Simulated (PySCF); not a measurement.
C2H6O2Si2, SMILES O=C1C[SiH2]O[SiH2]1.

Geometry optimised at PBE0-D3(BJ)/def2-SVP. The structure was generated by enumeration, and PubChem lists no compound with its InChIKey, so it may never have been made. Other conformers were not sampled.

Two levels are set side by side: PBE/def2-TZVP (PySCF) and PBE0/def2-TZVP (PySCF). Same geometry, gas phase. Differences are taken from unrounded values.

| quantity | PBE0 |
|---|---|
| orbital gap (eV) | 5.34 |
| highest occupied level (eV) | -6.85 |
| lowest empty level (eV) | -1.51 |
| dipole moment (D) | 1.98 |
| mean polarisability (bohr³) | 74.9 |

**Question.** What does PBE give, and how far is it from PBE0? (An estimate is asked for; the answer gives what the named calculation found.)

**Answer.** 
```json
[
 {"quantity": "orbital gap (eV)", "PBE": "2.85", "PBE minus PBE0": "-2.49"},
 {"quantity": "highest occupied level (eV)", "PBE": "-5.44", "PBE minus PBE0": "1.42"},
 {"quantity": "lowest empty level (eV)", "PBE": "-2.58", "PBE minus PBE0": "-1.07"},
 {"quantity": "dipole moment (D)", "PBE": "1.86", "PBE minus PBE0": "-0.12"},
 {"quantity": "mean polarisability (bohr³)", "PBE": "78.5", "PBE minus PBE0": "3.6"}
]
```

Without exact exchange PBE keeps part of each electron's self-repulsion, which lifts occupied levels and narrows the gap. PBE's more diffuse valence density responds more strongly to a field. Differences between two approximate levels are no errors against the true value.

Rough cost on one machine, each run with all the roots and properties that it gave: PBE0 against PBE within a factor of 2.
